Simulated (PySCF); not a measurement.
B3LYP has the VWN-RPA correlation part, as in Gaussian. 

```xyz
15

O     -1.9334    -1.5673    -0.0055
Si    -1.3132    -0.7863     1.3217
Si     0.4602     0.4962     0.4968
Si    -0.3303     2.0000    -1.1172
Si     2.0974    -0.9014    -0.4291
H     -2.6821    -2.1566     0.1159
H     -0.8521    -1.7607     2.3472
H     -2.3455     0.0666     1.9701
H      1.0490     1.2575     1.6332
H      0.7635     2.8886    -1.5819
H     -1.4182     2.8416    -0.5611
H     -0.8561     1.2482    -2.2810
H      3.2607    -0.1062    -0.8938
H      1.5300    -1.6313    -1.5874
H      2.5701    -1.8889     0.5721
```

Charge 0, multiplicity 1.

### Question
Give the Mulliken and meta-Löwdin atomic charges from PySCF with B3LYP-D3(BJ)/def2-TZVP.

### Answer

```json
[
 {"atom": "O1", "Mulliken (e)": "-0.53", "meta-Löwdin (e)": "-0.76"},
 {"atom": "Si2", "Mulliken (e)": "0.35", "meta-Löwdin (e)": "0.68"},
 {"atom": "Si3", "Mulliken (e)": "0.05", "meta-Löwdin (e)": "0.01"},
 {"atom": "Si4", "Mulliken (e)": "0.12", "meta-Löwdin (e)": "0.26"},
 {"atom": "Si5", "Mulliken (e)": "0.12", "meta-Löwdin (e)": "0.26"},
 {"atom": "H6", "Mulliken (e)": "0.31", "meta-Löwdin (e)": "0.35"},
 {"atom": "H7", "Mulliken (e)": "-0.07", "meta-Löwdin (e)": "-0.12"},
 {"atom": "H8", "Mulliken (e)": "-0.07", "meta-Löwdin (e)": "-0.12"},
 {"atom": "H9", "Mulliken (e)": "-0.05", "meta-Löwdin (e)": "-0.07"},
 {"atom": "H10", "Mulliken (e)": "-0.04", "meta-Löwdin (e)": "-0.08"},
 {"atom": "H11", "Mulliken (e)": "-0.04", "meta-Löwdin (e)": "-0.08"},
 {"atom": "H12", "Mulliken (e)": "-0.04", "meta-Löwdin (e)": "-0.08"},
 {"atom": "H13", "Mulliken (e)": "-0.04", "meta-Löwdin (e)": "-0.08"},
 {"atom": "H14", "Mulliken (e)": "-0.04", "meta-Löwdin (e)": "-0.08"},
 {"atom": "H15", "Mulliken (e)": "-0.04", "meta-Löwdin (e)": "-0.08"}
]
```
